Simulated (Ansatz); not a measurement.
A nudged elastic band was laid between two geometries of CH₅PSSi (9 atoms, charge 0, multiplicity 1).

The calculation used RKS PBE/def2-SVP in Ansatz.

```yaml
movable_images: 7
climbing_image: yes
spring: 5.0 eV/Å²
optimiser: quadratic models (default)
start_path: through a guess of the saddle point
force_threshold: 0.05 eV/Å
iteration_limit: 60
end_points: relaxed
```

First end point:

```xyz
9
Properties=species:S:1:pos:R:3
P -1.715 1.121 0.554
Si -0.219 -0.568 0.317
C 1.566 -0.155 -0.037
S 0.764 -1.013 -1.517
H -2.769 0.388 -0.104
H -1.276 1.741 -0.670
H -0.498 -1.705 1.254
H 1.858 0.892 -0.240
H 2.377 -0.746 0.425
```

Last end point:

```xyz
9
Properties=species:S:1:pos:R:3
P -1.543 1.285 -0.357
Si -0.172 -0.439 0.176
C 1.654 -0.204 -0.139
S 0.887 -1.335 -1.434
H -2.671 0.411 -0.565
H -1.906 1.518 1.022
H -0.570 -1.324 1.321
H 2.020 0.753 -0.553
H 2.389 -0.710 0.512
```

(1) Which bonds break or form, and what moves?

(2) What energy profile does the band end with?

(3) What is the geometry of the highest image?

Answers

(1) No bond is made or broken. The height of P1 over the plane of its neighbours goes from -0.89 to 0.89 Å.

(2) The forces met the threshold. The highest image is number 4 of 0 to 8, 1.02 eV above the first end and 1.01 eV above the last; the last end lies 0.01 eV above the first. The profile has 2 maxima (images 4, 6) with wells between them (image 5): this band takes more than one step, which may be the mechanism or a detour left from its start path. A vibrational analysis at the climbing image gives one clearly imaginary mode, 663i cm⁻¹: a first-order saddle point.

```json
{"image": "0", "path coordinate (Å)": "0.00", "energy (eV)": "0.00", "height of P1 over the plane of its neighbours (Å)": "-0.89"}
{"image": "1", "path coordinate (Å)": "0.47", "energy (eV)": "0.01", "height of P1 over the plane of its neighbours (Å)": "-0.88"}
{"image": "2", "path coordinate (Å)": "0.94", "energy (eV)": "0.05", "height of P1 over the plane of its neighbours (Å)": "-0.84"}
{"image": "3", "path coordinate (Å)": "1.42", "energy (eV)": "0.42", "height of P1 over the plane of its neighbours (Å)": "-0.53"}
{"image": "4", "path coordinate (Å)": "1.89", "energy (eV)": "1.02", "height of P1 over the plane of its neighbours (Å)": "0.00"}
{"image": "5", "path coordinate (Å)": "2.91", "energy (eV)": "0.04", "height of P1 over the plane of its neighbours (Å)": "0.85"}
{"image": "6", "path coordinate (Å)": "3.93", "energy (eV)": "0.07", "height of P1 over the plane of its neighbours (Å)": "0.89"}
{"image": "7", "path coordinate (Å)": "4.95", "energy (eV)": "0.04", "height of P1 over the plane of its neighbours (Å)": "0.90"}
{"image": "8", "path coordinate (Å)": "5.97", "energy (eV)": "0.01", "height of P1 over the plane of its neighbours (Å)": "0.89"}
```

(3) 
```xyz
9
Properties=species:S:1:pos:R:3:forces:R:3
P -1.728 0.848 -0.027 0.00 0.00 0.00
Si -0.132 -0.620 0.114 -0.01 0.00 0.00
C 1.684 -0.225 0.041 0.00 0.01 0.00
S 1.090 -1.090 -1.552 0.00 0.00 0.00
H -2.884 0.766 0.778 0.00 0.00 0.00
H -1.745 1.949 -0.907 0.00 0.00 0.00
H -0.633 -1.671 1.056 0.00 0.00 0.00
H 2.013 0.816 -0.132 0.00 0.00 0.00
H 2.422 -0.819 0.611 0.00 0.00 0.00
```

Time of the run: 7.2 min on 1 thread of Arm Neoverse V1 (shared host), peak memory 0.13 GiB.
